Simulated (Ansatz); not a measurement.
CH₈N₂Si₃, SMILES C1=N[SiH2][SiH2]N[SiH2]1.

Geometry optimised at PBE0-D3(BJ)/def2-SVP. The structure was generated by enumeration, and PubChem lists no compound with its InChIKey, so it may never have been made.

Two levels are set side by side: PBE/def2-SVPD (Ansatz, a quantum-chemistry and plane-wave program) and ωB97X-V/def2-SVPD (Ansatz). Energy differences of separate SCF runs at the same geometry; the states with an electron removed or added have multiplicity 2 and 2. Differences are taken from unrounded values.

```
quantity                           ωB97X-V
---------------------------------  -------
vertical ionisation energy (eV)       8.37
vertical singlet–triplet gap (eV)     2.74
```

What does PBE give, and how far is it from ωB97X-V? (Estimate from the structure and the level; the computed values follow.)


```csv
quantity,PBE,PBE minus ωB97X-V
vertical ionisation energy (eV),7.93,-0.44
vertical singlet–triplet gap (eV),2.55,-0.20
```
